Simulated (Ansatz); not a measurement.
C₂H₅BrOSi, SMILES `BrC1CO[SiH2]1`, relaxed with RKS PBE-D4/def2-SVP in Ansatz 0.2.0 from a rough embedded geometry. The force threshold is 0.03 eV/Å; the program also tests the step.

Total charge 0; spin multiplicity 1.

Start:

```xyz
10

Br   -1.192    0.640   -2.074
C    -0.810    0.134   -0.307
C     0.085   -1.121   -0.176
O     1.343   -0.497    0.289
Si    0.636    0.980    0.518
H    -1.717    0.119    0.304
H     0.196   -1.747   -1.021
H    -0.241   -1.812    0.691
H     1.256    2.100   -0.213
H     0.444    1.204    1.990
```

Task: By how much does the energy fall, and how many steps does the optimiser take? (Best estimate.)

Result: Computed: 31.62 kJ/mol, in 8 steps.

Task: Which bonds change most? (Estimate.)

Result: The calculation gave: Br1–C2 from 1.878 to 1.956 Å; O4–Si5 from 1.653 to 1.712 Å; C3–H7 from 1.058 to 1.112 Å; C3–H8 from 1.156 to 1.113 Å.

Task: Give the relaxed structure. (Estimate.)

Result: The calculation gave: 
```xyz
10

Br   -1.373    0.636   -2.033
C    -0.825    0.098   -0.235
C     0.103   -1.147   -0.149
O     1.253   -0.613    0.560
Si    0.657    0.992    0.568
H    -1.751    0.011    0.363
H     0.394   -1.526   -1.153
H    -0.350   -1.984    0.429
H     1.412    1.961   -0.296
H     0.479    1.571    1.946
```
